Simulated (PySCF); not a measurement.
hexafluorodisilane (F₆Si₂), SMILES F[Si](F)(F)[Si](F)(F)F. Atoms are numbered in the order given.

```xyz
8

F      1.2975    -0.7491     1.7177
Si     0.0000     0.0000     1.1570
F      0.0000     1.4982     1.7177
F     -1.2975    -0.7491     1.7177
Si     0.0000     0.0000    -1.1570
F      1.2975     0.7491    -1.7177
F      0.0000    -1.4982    -1.7177
F     -1.2975     0.7491    -1.7177
```

The structure is a stationary point at PBE0-D3(BJ)/def2-SVP. The values are those of a single conformer.

Two levels are set side by side: PBE/pcSseg-1 (PySCF) and HF/pcSseg-1 (PySCF). GIAO shifts against CFCl3 (¹⁹F), TMS (²⁹Si) at the same level; non-relativistic, no solvent, atoms listed together averaged. Differences are taken from unrounded values.

```
quantity                                   PBE
--------------------------------------  ------
δ(¹⁹F) of F1, F3, F4, F6, F7, F8 (ppm)  -146.5
δ(²⁹Si) of Si2, Si5 (ppm)                -62.2
```

Question: These are the PBE values. What does HF give? (Estimate from the structure and the level; the computed values follow.)

Answer: 
```csv
quantity,HF,PBE minus HF
"δ(¹⁹F) of F1, F3, F4, F6, F7, F8 (ppm)",-106.9,-39.6
"δ(²⁹Si) of Si2, Si5 (ppm)",-70.3,8.1
```

Rough cost on one machine, each run with all the roots and properties that it gave: HF against PBE within a factor of 2.
